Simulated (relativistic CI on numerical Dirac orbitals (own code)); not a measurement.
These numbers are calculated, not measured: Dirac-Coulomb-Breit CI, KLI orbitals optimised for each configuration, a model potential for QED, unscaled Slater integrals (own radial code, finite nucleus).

The strongest absorption lines from the ground level of an ion, among the configurations computed and to levels below about 13300 eV (vacuum wavelength in Å, gf): 0.9383 (0.24), 1.2037 (0.24), 1.2044 (0.31), 1.2085 (0.14), 1.2217 (1.1), 1.2502 (0.41), 8.2587 (0.32), 8.2706 (0.18).

Which ion is it?
A. Ir LXXIII
B. Tb LXI
C. Lu LXV
D. Lu LXVII

D. Lu LXVII has 5 electrons and the ground level 2s2.2p 2P°_1/2; the strongest line goes to 2s2.3d 2D_3/2. The pattern of lines fixes the number of electrons, and along that sequence the line energies rise steadily with the charge (about as its square where n changes within one kind of shell, about linearly where n is kept but much faster in heavy ions where fine structure, which grows about as Z⁴, sets the gap, and irregularly where shells cross), which fixes Z. Configurations outside the model, such as inner-shell arrays, can give stronger lines. At this charge energies of transitions that change n are usually good to better than 1 %, and those within a shell (Δn = 0) to a few per cent.

LS names give the leading component of a level, which can be under half, so a name can repeat, a term be missing and a line seem to break the LS rules.
